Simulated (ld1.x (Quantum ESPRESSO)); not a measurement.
# V (Z = 23): one change to a TM semilocal potential, before and after

ld1.x (Quantum ESPRESSO) 7.5 input, shortened:

```
&input
   title='V', zed=23., rel=1, dft='PW91', iswitch=3,
   config='[Ar] 3d3 4s0 4p0'
 /
 &inputp
   pseudotype=1, tm=.true., lloc=2,
   nlcc=.false.
 /
3
4S  1  0   0.00   0.00  2.10  2.10  0.0
4P  2  1   0.00   0.00  2.90  2.90  0.0
3D  3  2   3.00   0.00  1.85  1.85  0.0
 &test
   configts(1)='3d3 4s0 4p0'
 /
```

Change: core correction a·sin(br)/r model core inside 0.86 bohr.

Cutoffs: the cutoffs (Ry, on a coarse ladder) from which the occupation-weighted sum of valence levels, in a spherical-Bessel basis at the reference potential, stays within 10 and 1 mRy of its value at 400 Ry; they do not see the model core or the augmentation charge, which bear on the density cutoff. Errors are all-electron minus pseudo energies relative to the spin-unpolarised reference configuration.

How do hardness, ghosts and transferability respond?

The potential gets neither clearly harder nor softer (70 Ry and 80 Ry → 70 Ry and 80 Ry); of the 7 tests that both files solve, the error grows in 2 and shrinks in 3 by more than 15 % and 0.3 meV (median size 320.3 → 176.9 meV); neither file shows a bound ghost. A semilocal file is local in each channel, so a ghost entry of none says nothing of the separable form that plane-wave codes build from it. A model core, the more so a compact one, raises the density cutoff, which this test does not measure.

| quantity | base | changed |
| --- | --- | --- |
| cutoff, loose | 70 Ry | 70 Ry |
| cutoff, tight | 80 Ry | 80 Ry |
| bound ghosts | none | none |
| error for 3d3 4s2 4p0, meV [ΔE -22.11 eV] | +475 | -15 |
| error for 3d3 4s1 4p0, meV [ΔE -14.32 eV] | +213 | -7.7 |
| error for 3d2 4s0 4p0, meV [ΔE 29.00 eV] | -51 | -395 |
| error for 3d3 4s1 4p1, meV [ΔE -18.75 eV] | +361 | -7.0 |
| error for 3d2 4s2 4p1, meV [ΔE -16.29 eV] | +427 | -417 |
| error for 3d2 4s2 4p0, meV [ΔE -11.06 eV] | +320 | -345 |
| error for 3d4 4s0 4p0, meV [ΔE -14.90 eV] | -3.0 | -177 |
| s: phases at 3.15 bohr within 0.05 rad from the reference energy up to (Ry; the scan ends near 5) | 0.5 | 0.5 |
| p: phases at 3.15 bohr within 0.05 rad from the reference energy up to (Ry; the scan ends near 5) | 1.3 | 1.3 |
| d: phases at 3.15 bohr within 0.05 rad from the reference energy up to (Ry; the scan ends near 5) | -0.4 | -0.4 |
